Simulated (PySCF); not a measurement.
An excited-state job on `C1[CH2][GeH2][C@H]1CC`.

Method: TDDFT wB97X-D/def2-SVPD, vertical, gas phase, core orbitals frozen in the response (PySCF 2.14.0, density-fitted response routines). Geometry: GFN2-xTB. A driver script takes a list of jobs; this job's settings line and coordinates (Å) are shown.

Input:
```
{"job": {"kind": "uv", "xc": "wB97X-D", "basis": "def2-SVPD", "nstates": 8, "ntriplets": 3}, "charge": 0, "multiplicity": 1}
C      2.395295    -0.011148    -0.058186
C      1.096113    -0.588611     0.483180
C     -0.042535    -0.438278    -0.513921
C     -1.399986    -0.927154     0.037153
C     -2.055809     0.381995     0.516835
Ge    -0.788989     1.421916    -0.609767
H      3.191653    -0.090346     0.678202
H      2.702909    -0.540985    -0.957362
H      2.259246     1.040820    -0.311230
H      0.833093    -0.077014     1.413613
H      1.237792    -1.647979     0.718568
H      0.229100    -0.937351    -1.446312
H     -1.297408    -1.677942     0.822381
H     -1.989784    -1.364897    -0.768814
H     -1.890736     0.543315     1.581279
H     -3.126636     0.433065     0.333615
H     -1.318054     1.901231    -1.942657
H     -0.044023     2.585682     0.011767
```

**Question.** Estimate the output.

**Answer.** 
```
coarse grid: 62984 points
cycle   1  E = -2274.3011189834  dE =  4.508e-02  |g| = 4.459e-01  |ddm| = 5.910e+00
cycle   2  E = -2274.3120914773  dE = -1.097e-02  |g| = 4.223e-01  |ddm| = 1.210e+00
cycle   3  E = -2274.3389303795  dE = -2.684e-02  |g| = 2.739e-02  |ddm| = 6.680e-01
cycle   4  E = -2274.3391037727  dE = -1.734e-04  |g| = 1.440e-02  |ddm| = 1.011e-01
cycle   5  E = -2274.3391562686  dE = -5.250e-05  |g| = 2.085e-03  |ddm| = 2.970e-02
cycle   6  E = -2274.3391576227  dE = -1.354e-06  |g| = 7.595e-04  |ddm| = 6.634e-03
final grid: 133544 points
cycle   7  E = -2274.3387009482  dE = -2.225e-06  |g| = 9.384e-04  |ddm| = 1.804e-02
cycle   8  E = -2274.3387010155  dE = -6.723e-08  |g| = 8.408e-04  |ddm| = 3.566e-03
cycle   9  E = -2274.3387011795  dE = -1.640e-07  |g| = 7.278e-05  |ddm| = 1.287e-03
cycle  10  E = -2274.3387011816  dE = -2.115e-09  |g| = 3.828e-05  |ddm| = 3.697e-04
cycle  11  E = -2274.3387011820  dE = -3.915e-10  |g| = 7.863e-06  |ddm| = 1.142e-04
converged SCF energy = -2274.3387011820

Static polarisability (au): isotropic 88.438, principal 76.678 93.056 95.580

Singlet excitations
state   eV       nm        f      main configurations
  1   6.9543    178.3   0.05454   H->L 0.54, H-1->L 0.32
  2   7.1259    174.0   0.06167   H-1->L 0.60, H->L 0.34
  3   7.4027    167.5   0.00926   H->L+1 0.69, H->L+2 0.20
  4   7.7236    160.5   0.10708   H->L+2 0.63, H->L+1 0.19
  5   7.8140    158.7   0.06219   H-1->L+1 0.60, H-1->L+2 0.23
  6   7.9606    155.7   0.01699   H->L+4 0.36, H-2->L 0.20, H->L+7 0.11
  7   8.1386    152.3   0.03514   H-2->L 0.33, H-1->L+2 0.27, H-1->L+1 0.11
  8   8.1826    151.5   0.07920   H-1->L+2 0.33, H-2->L 0.13, H->L+4 0.12

Triplet excitations (Tamm-Dancoff, eV): 6.1028 6.6504 7.2621
```

The SCF starts on a coarse grid where the log names one; the energy can jump when the final grid takes over, and dE then counts from the start density on the new grid. H and L stand for HOMO and LUMO; the number after each pair is its weight.

**Question.** Give S1 in cm⁻¹ and kJ/mol.

**Answer.** 6.9543 eV × 8065.54 = 56090 cm⁻¹; × 96.485 = 671.0 kJ/mol.

**Question.** How does the lowest singlet excitation compare with the HOMO–LUMO gap?

**Answer.** HOMO -9.21 eV and LUMO 1.94 eV give a gap of 11.15 eV; S1 at 6.95 eV lies 4.20 eV below it.

In short: HOMO -9.21 eV, LUMO 1.94 eV; lowest singlet 6.95 eV; lowest triplet 6.10 eV (Tamm–Dancoff); mean polarisability 88.4 au.

 The wB97X-D/def2-SVPD calculation is non-relativistic and has no spin–orbit coupling, an omission that weighs most on germanium.

The run took 48 s on Arm Neoverse V2, one thread, no GPU, shared host.

One conformer stands for the species.
Labels such as C1 count atoms from 1, the log's own numbers from 0.

The pairwise dispersion term of wB97X-D wasn't added to the energies; at a given geometry it leaves orbitals and properties as they are.
